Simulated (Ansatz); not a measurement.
Total energies of `BN(C=C)[SiH2]C`.

```xyz
16

B     0.958   -1.072    1.732
N     0.107   -0.360    0.866
C    -0.446    0.859    1.285
C    -1.279    1.633    0.595
Si   -0.223   -0.970   -0.766
C     0.638    0.061   -2.056
H     1.432   -2.107    1.369
H     1.191   -0.619    2.816
H    -0.130    1.153    2.281
H    -1.639    2.554    1.034
H    -1.638    1.386   -0.397
H    -1.694   -0.958   -0.985
H     0.264   -2.367   -0.792
H     1.721    0.005   -1.927
H     0.396   -0.310   -3.056
H     0.342    1.110   -2.000
```

The species carries charge 0 and has multiplicity 1. The structure was optimised at the PBE0-D4/def2-TZVP level. It is one conformer, not always the lowest. Basis def2-TZVPP, the Gaussian-basis code of Ansatz.

RPA on PBE orbitals: Hartree–Fock energy of these orbitals -487.55145 Eh, correlation -1.61115 Eh (frozen core).

```
             functional  energy without D4 (Eh)  D4 term (kJ/mol)
            LDA (SPW92)              -486.50640                 –
                    PBE              -489.10992             -37.1
                   BLYP              -489.44087             -80.7
                r2SCAN0              -489.37475             -11.3
HSE06 (plane-wave form)              -489.15298             -29.4
                  BHLYP              -489.43067             -44.2
              CAM-B3LYP              -489.44271             -32.0
                LC-ωPBE              -489.31968                 –
                ωB97X-V              -489.44651                 –
                ωB97M-V              -489.42229                 –
```

Give the same for revPBE, r2SCAN, B97M-V, PBE0, B3LYP, r2SCANh, B2PLYP, PBE-QIDH. (An estimate is asked.)

Ansatz gave: 
| functional | energy without D4 (Eh) | D4 term (kJ/mol) |
| --- | --- | --- |
| revPBE | -489.41744 | -113.2 |
| r2SCAN | -489.39577 | -9.7 |
| B97M-V | -489.48080 | – |
| PBE0 | -489.17200 | -31.6 |
| B3LYP | -489.58593 | -59.2 |
| r2SCANh | -489.38686 | -10.3 |
| B2PLYP | -489.24385 | – |
| PBE-QIDH | -489.06076 | – |

B3LYP takes the VWN-RPA correlation (the form of Gaussian; ORCA's B3LYP/G). HSE06 is the plane-wave form, built on full-range PBE exchange. The double hybrids freeze the cores in their second-order part.

LC-ωPBE has ω = 0.4 bohr⁻¹.
